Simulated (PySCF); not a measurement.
SMILES c1(OC)ccc(C=C)s1, GFN2-xTB optimised geometry. Atoms within 1.6 Å of the plane z = 0.8 Å (x, y, z in Å): C1 (-2.30, -2.77, 0.00), C2 (-0.97, -2.83, 0.00), C3 (-0.09, -1.69, 0.00), C4 (1.27, -1.69, 0.00), C5 (1.85, -0.41, 0.00), C6 (0.92, 0.58, 0.00), O7 (1.18, 1.90, 0.00), C8 (0.08, 2.78, 0.00), S9 (-0.70, -0.05, 0.00), H10 (-2.91, -3.66, 0.00), H11 (-2.82, -1.83, 0.00), H12 (-0.47, -3.78, 0.00), H13 (1.85, -2.60, 0.00), H14 (2.91, -0.22, 0.00), H15 (-0.54, 2.63, 0.89), H17 (0.49, 3.78, 0.00).

Method: B3LYP/def2-SVP (PySCF).

Map of the LUMO amplitude (bohr^(-3/2)) on the plane z = 0.8 Å; orbital energy -0.89 eV, overall sign arbitrary:

```
|===========================|
|===========================|
|===========================|
|===========================|
|===========================|
|===========================|
|===========================|
|============-=++++=========|
|============-=+**+=========|
|==============+**+=========|
|==========++==--===========|
|=========++++=: :-=========|
|========++*#*=. .-=========|
|========++#%#+-::==========|
|========++*#*+==++++=======|
|=======+++++===+***+=======|
|=====+++++=-::=#%#*++======|
|=====++**+=: .=#@#*+=======|
|====++*%%*-. .-*#*++=======|
|====++*@@#-  :=+++++=======|
|====++*%%*-.:-==+++========|
|=====++**+=---=============|
|=====+++++=================|
|=======+===================|
|===========================|
|===========================|
|===========================|
```
Scale: ten equal steps from -0.101 (start of ' ') to 0.114 (end of '@'), in the order ' .:-=+*#%@'; x runs from -6.00 to 6.00, y from -6.00 (bottom) to 6.00 (top).
